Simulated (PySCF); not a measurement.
Isomers of C5H18Si3, mass 162.072 u with the commonest isotopes. Method used: PBE0/pcSseg-1 in PySCF (dipole) on a GFN2-xTB geometry, gas phase. One conformer each, none proved a minimum here; rigid rotors.

Task: Order these by rotational constant B, smallest first.
A. `[CH3:1][CH2:2][CH2:3][CH2:4][C:5]([SiH3:6])([SiH3:7])[SiH3:8]` with C1–C2–C3–C4 180°, C2–C3–C4–C5 180°
B. `[CH3:1][CH2:2][Si@@H:3]([SiH3:4])[SiH2:5][CH:6]([CH3:7])[CH3:8]` with C1–C2–Si3–Si4 177°, C2–Si3–Si5–C6 -157°, Si3–Si5–C6–C7 -60°
C. `[CH3:1][CH2:2][C@@H:3]([CH2:4][SiH3:5])[SiH2:6][CH2:7][SiH3:8]` with C1–C2–C3–C4 170°, C2–C3–C4–Si5 56°, C2–C3–Si6–C7 99°, C3–Si6–C7–Si8 -174°
D. `[CH3:1][CH:2]([CH3:3])[SiH2:4][CH2:5][CH2:6][SiH2:7][SiH3:8]` with C1–C2–Si4–C5 -56°, C2–Si4–C5–C6 -172°, Si4–C5–C6–Si7 -178°, C5–C6–Si7–Si8 -54°
E. `[CH3:1][CH2:2][CH2:3][SiH2:4][Si@H:5]([CH3:6])[SiH2:7][CH3:8]` with C1–C2–C3–Si4 61°, C2–C3–Si4–Si5 45°, C3–Si4–Si5–C6 167°, Si4–Si5–Si7–C8 145°
F. `[CH3:1][C@@H:2]([SiH3:3])[Si@H:4]([CH3:5])[CH2:6][CH2:7][SiH3:8]` with C1–C2–Si4–C5 50°, C2–Si4–C6–C7 178°, Si4–C6–C7–Si8 178°

Result: D (441.2 MHz), C (514.6 MHz), F (530.4 MHz), A (588.7 MHz), E (614.0 MHz), B (687.7 MHz).

Task: Order these by radius of gyration √(Σ m r²/M), largest first.
A. `[CH3:1][CH2:2][C@@H:3]([CH2:4][SiH3:5])[SiH2:6][CH2:7][SiH3:8]` with C1–C2–C3–C4 170°, C2–C3–C4–Si5 56°, C2–C3–Si6–C7 99°, C3–Si6–C7–Si8 -174°
B. `[CH3:1][CH:2]([CH3:3])[SiH2:4][CH2:5][CH2:6][SiH2:7][SiH3:8]` with C1–C2–Si4–C5 -56°, C2–Si4–C5–C6 -172°, Si4–C5–C6–Si7 -178°, C5–C6–Si7–Si8 -54°
C. `[CH3:1][CH:2]([CH3:3])[CH2:4][SiH2:5][CH:6]([SiH3:7])[SiH3:8]` with C1–C2–C4–Si5 -64°, C2–C4–Si5–C6 -48°, C4–Si5–C6–Si7 -56°
D. `[CH3:1][CH2:2][CH2:3][CH2:4][C:5]([SiH3:6])([SiH3:7])[SiH3:8]` with C1–C2–C3–C4 180°, C2–C3–C4–C5 180°

Result: B (2.889 Å), A (2.741 Å), C (2.560 Å), D (2.521 Å).

Task: Order these by out-of-plane moment Σ m c² = (Ia + Ib − Ic)/2, smallest first.
A. `[CH3:1][CH:2]([CH3:3])[SiH2:4][CH2:5][CH2:6][SiH2:7][SiH3:8]` with C1–C2–Si4–C5 -56°, C2–Si4–C5–C6 -172°, Si4–C5–C6–Si7 -178°, C5–C6–Si7–Si8 -54°
B. `[CH3:1][CH2:2][C@@H:3]([CH2:4][SiH3:5])[SiH2:6][CH2:7][SiH3:8]` with C1–C2–C3–C4 170°, C2–C3–C4–Si5 56°, C2–C3–Si6–C7 99°, C3–Si6–C7–Si8 -174°
C. `[CH3:1][C@@H:2]([SiH3:3])[Si@H:4]([CH3:5])[CH2:6][CH2:7][SiH3:8]` with C1–C2–Si4–C5 50°, C2–Si4–C6–C7 178°, Si4–C6–C7–Si8 178°
D. `[CH3:1][CH:2]([CH3:3])[CH2:4][SiH2:5][CH:6]([SiH3:7])[SiH3:8]` with C1–C2–C4–Si5 -64°, C2–C4–Si5–C6 -48°, C4–Si5–C6–Si7 -56°
E. `[CH3:1][CH2:2][CH2:3][SiH2:4][Si@H:5]([CH3:6])[SiH2:7][CH3:8]` with C1–C2–C3–Si4 61°, C2–C3–Si4–Si5 45°, C3–Si4–Si5–C6 167°, Si4–Si5–Si7–C8 145°
F. `[CH3:1][CH2:2][Si@@H:3]([SiH3:4])[SiH2:5][CH:6]([CH3:7])[CH3:8]` with C1–C2–Si3–Si4 177°, C2–Si3–Si5–C6 -157°, Si3–Si5–C6–C7 -60°
G. `[CH3:1][CH2:2][CH2:3][CH2:4][C:5]([SiH3:6])([SiH3:7])[SiH3:8]` with C1–C2–C3–C4 180°, C2–C3–C4–C5 180°

Result: B (55.01 u·Å²), F (56.22 u·Å²), C (72.13 u·Å²), A (73.16 u·Å²), D (86.93 u·Å²), E (87.64 u·Å²), G (162.56 u·Å²).

```tsv
SMILES	point group	Ia (u·Å²)	Ib (u·Å²)	Ic (u·Å²)	κ	μa (D)	μb (D)	μc (D)
CCCCC([SiH3])([SiH3])[SiH3]	Cs	333.88	858.51	867.27	-0.99	1.00	0.00	0.37
CC(C)C[SiH2]C([SiH3])[SiH3]	C1	295.99	853.36	975.48	-0.88	0.97	0.12	0.49
CC[C@@H](C[SiH3])[SiH2]C[SiH3]	C1	290.69	982.03	1162.71	-0.88	0.21	1.08	1.05
CC(C)[SiH2]CC[SiH2][SiH3]	C1	280.32	1145.34	1279.33	-0.93	0.63	0.08	0.10
C[C@@H]([SiH3])[Si@H](C)CC[SiH3]	C1	331.94	952.86	1140.54	-0.84	0.39	1.09	0.37
CCC[SiH2][Si@H](C)[SiH2]C	C1	331.53	823.07	979.32	-0.81	0.59	0.06	0.11
CC[Si@@H]([SiH3])[SiH2]C(C)C	C1	385.05	734.92	1007.54	-0.54	0.14	0.24	0.11
```
